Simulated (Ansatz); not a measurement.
CH6ClFSi2 can be A, `C[Si](F)([SiH3])Cl`, or B, `C[SiH](F)[SiH2]Cl`.

Program: Ansatz. Geometries: PBE0-D4/def2-TZVP. ΔE: electronic, gas phase. CCSD(T)/CBS adds triple-zeta CCSD(T) − MP2 to the extrapolated MP2 energy (def2 sets, frozen cores). Functionals use def2-TZVPP. One conformer a species, not always the lowest.

Q: Which isomer does CCSD(T)/CBS put lower? Give the gap. (An estimate is asked.)

A: Ansatz gave: A, by 5.2 kcal/mol.

Q: Give E(B) − E(A) in kcal/mol with B2PLYP, CCSD(T)/def2-SVP, LDA (SPW92), HF/def2-TZVPP, r2SCAN-D4, PBE-D4, ωB97M-V. (An estimate is asked.)

A: The calculation gave: B2PLYP 5.1, CCSD(T)/def2-SVP 5.6, LDA (SPW92) 6.5, HF/def2-TZVPP 4.0, r2SCAN-D4 5.9, PBE-D4 5.7, ωB97M-V 5.5. None reverses the order clearly.

Q: Does the order hold for the free energy at 298.15 K (harmonic terms from PBE0-D4)? (Best estimate.)

A: Ansatz gave: Yes: G(B) − G(A) = +5.3 kcal/mol, for one conformer each. Modes under 60 cm⁻¹, often nearly free rotors, make the harmonic entropy too high.

Largest T1 diagnostic: 0.011.

Leaving LDA and LC-ωPBE aside and taking each functional with its dispersion term where it has one, the values, not all of them listed here, spread over 1.0 kcal/mol, from BHLYP-D4 to B97M-V. LDA lies +1.1 kcal/mol from PBE without D4. In def2-TZVPP, CCSD(T) changes the Hartree–Fock value by +1.4 kcal/mol (the triples alone add +0.3 kcal/mol) and MP2 by +1.4 kcal/mol.
